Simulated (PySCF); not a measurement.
## How methods differ on the ionisation energy of Xe²⁺

Xe²⁺ [Kr] 4d10 5s2 5p4 (3P) → Xe³⁺ [Kr] 4d10 5s2 5p3 (4S), as a difference of total energies. Computed with PySCF 2.14 in aug-cc-pwCVTZ-DK3 (10s9p7d4f1g, 109 functions), with the spin-free X2C one-electron Hamiltonian (Gaussian nucleus). Correlated levels: valence: [Kr] 4d10 frozen. The calculations carry no spin-orbit coupling.

Task: Order these methods by the ionisation energy they give, lowest first.
A. CCSD (valence)
B. CCSD(T) (valence)
C. UHF
D. SCS-MP2 (valence)

Result: C (29.373 eV), D (30.120 eV), A (30.185 eV), B (30.210 eV).

A first-order spin-orbit estimate (lowest level to lowest level, LS coupling) adds 0.453 eV.

Errors of the correlated levels include the incompleteness of this basis and the frozen core.

For comparison: 31.05 ± 0.04 eV (semi-empirical (NIST evaluation); NIST Atomic Spectra Database, ionization energies).
